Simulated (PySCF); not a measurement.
C3S2, SMILES S=C=C=C=S.

The structure is a stationary point at PBE0-D3(BJ)/def2-SVP.

Two levels are set side by side: TDA-PBE/def2-SVPD (PySCF) and TDA-PBE0/def2-SVPD (PySCF). Vertical, same geometry. The lowest singlet is HOMO→LUMO+1 50 %, HOMO−1→LUMO 50 % with PBE and HOMO−1→LUMO 50 %, HOMO→LUMO+1 50 % with the other functional; states are paired by order. Differences are taken from unrounded values.

```
quantity                              TDA-PBE0
------------------------------------  --------
lowest singlet excitation (eV)            2.66
lowest triplet excitation (TDA) (eV)      2.16
```

What does TDA-PBE give, and how far is it from TDA-PBE0? (An estimate is asked for; the answer gives what the named calculation found.)


| quantity | TDA-PBE | TDA-PBE minus TDA-PBE0 |
|---|---|---|
| lowest singlet excitation (eV) | 2.74 | 0.08 |
| lowest triplet excitation (TDA) (eV) | 2.28 | 0.12 |

Rough cost on one machine, each run with all the roots and properties that it gave: TDA-PBE0 against TDA-PBE about 3 times.
